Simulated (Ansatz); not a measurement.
## Pulling the pair apart

The pair of Li⁺ (SMILES [Li+], atom 1) and SiH$_{4}$ (SMILES [SiH4], atoms 2–6), both closed shells, in one local arrangement (a lower one may exist), relaxed at PBE0-D4/def2-TZVP:

| atom | x (Å) | y (Å) | z (Å) |
| --- | --- | --- | --- |
| Li1 | -0.6333 | -0.4298 | -2.5535 |
| Si2 | 0.1483 | 0.0999 | 0.5950 |
| H3 | -0.5605 | 1.3436 | 0.9521 |
| H4 | -0.2308 | -0.1422 | -0.8660 |
| H5 | -0.3419 | -1.0996 | 1.3004 |
| H6 | 1.6181 | 0.2279 | 0.5719 |

SiH$_{4}$ is shifted rigidly along the line between the mean atom positions of the two fragments (negative: closer). Counterpoise interaction energies in kcal/mol. Ansatz 0.2.0; basis: def2-TZVPPD; cores frozen in the correlated methods. The outer core shell of Li, Na, Mg and K is correlated.

```
shift (Å)  r2SCAN-D4  wB97M-V      HF
    -0.18     -12.74   -14.39  -13.89
    -0.09     -13.80   -15.36  -14.90
     0.00     -14.21   -15.68  -15.24
     0.09     -14.16   -15.55  -15.12
     0.21     -13.66   -14.88  -14.46
     0.44     -12.09   -12.91  -12.52
     0.88      -8.47    -8.93   -8.71
     1.76      -4.09    -4.18   -4.23
```

**Question.** What does CCSD(T) give at these shifts? (To be estimated.)

**Answer.** Computed: -13.61, -14.58, -14.89, -14.75, -14.08, -12.15, -8.37, -3.98 kcal/mol. For zero shift, CCSD(T) at an estimated basis limit (MP2 extrapolated from triple and quadruple zeta, plus CCSD(T) − MP2 in triple zeta) gives -15.01 kcal/mol. These are counterpoise interaction energies, counted from the two frozen fragments.

No T1 diagnostic of these runs exceeds 0.010.

For scale, one of the runs: CCSD(T)/def2-TZVPPD, 138 basis functions, launched by `ansatz run in.yaml --threads 2 --pin off --events-out ev --progress --plain --max-ram 5222MiB`. The run took 3.8 s on 2 CPU threads of an Arm Neoverse V2 (shared host), with 0.71 GiB of host memory at its peak.
